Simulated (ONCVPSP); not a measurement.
## cobalt (Co): one change to an ONCV potential, before and after

```json
{
 "Element": "Co",
 "Generator": "ONCVPSP 4.0.1",
 "Type": "optimised norm-conserving Vanderbilt (ONCV)",
 "Functional": "LDA (Perdew-Wang 92)",
 "Relativity": "scalar-relativistic",
 "Frozen core": "[Ne]",
 "Valence charge": "17",
 "Reference configuration": "3s2 3p6 3d8 4s1",
 "Partial waves": "3s+4s: rc 1.15 bohr, ncon 4, nbas 8, qcut 9 1/bohr, 2 projectors; 3p: rc 1.00 bohr, ncon 3, nbas 7, qcut 14.6 1/bohr, 2 projectors, debl 0.6 Ha; 3d: rc 1.00 bohr, ncon 4, nbas 9, qcut 12.4 1/bohr, local",
 "Local potential": "the d channel",
 "Core correction": "Teter function fitted to the true core (icmod 2), fcfact 0.7"
}
```

In the p channel the program set the typed energies aside and used -2.237, 0.250 Ha.

Change: all radii but the core radius scaled by about 1.20 (s 1.38, p 1.20, d 1.20 bohr).

Cutoffs: the cutoffs (Ha) at which the residual kinetic energy of the hardest occupied pseudo-wave falls to 1 and 0.1 mHa per electron; they do not see the model core or the augmentation charge, which bear on the density cutoff. Errors are all-electron minus pseudo energies relative to the spin-unpolarised reference configuration.

What does the change do?

The potential gets softer (73 Ha and 214 Ha → 62 Ha and 70 Ha); both files keep a bound ghost (s); of the 4 tests that both files solve, the error grows in 4 and shrinks in 0 by more than 15 % and 0.3 meV (median size 4.0 → 13.2 meV). A larger radius leaves more room for a smooth pseudo-wave, so fewer plane waves are needed. More of the atom is replaced by a form fitted at one configuration, so other configurations suffer.

```tsv
quantity	base	changed
cutoff, loose	73 Ha	62 Ha
cutoff, tight	214 Ha	70 Ha
loose cutoff by channel	s 33 Ha, p 40 Ha, d 73 Ha	s 25 Ha, p 36 Ha, d 62 Ha
bound ghosts	s	s
GHOST(+) flags under 300 eV	none	none
error for 3s2 3p6 3d7 4s2, meV [ΔE 1.25 eV]	-1.9	-9.1
error for 3s2 3p6 3d7 4s1, meV [ΔE 10.54 eV]	-4.5	-15
error for 3s2 3p6 3d7 4s0, meV [ΔE 27.61 eV]	-7.6	-22
error for 3s2 3p6 3d7 4s1 4p1, meV [ΔE 5.67 eV]	-3.5	-12
rms error of d²Exc/dni dnj with the model core, mHa	1.12	1.21
```

 A true bound ghost makes a file unfit for plane-wave use even where its test errors are small: the radial tests pick states by their node count and pass the ghost by.
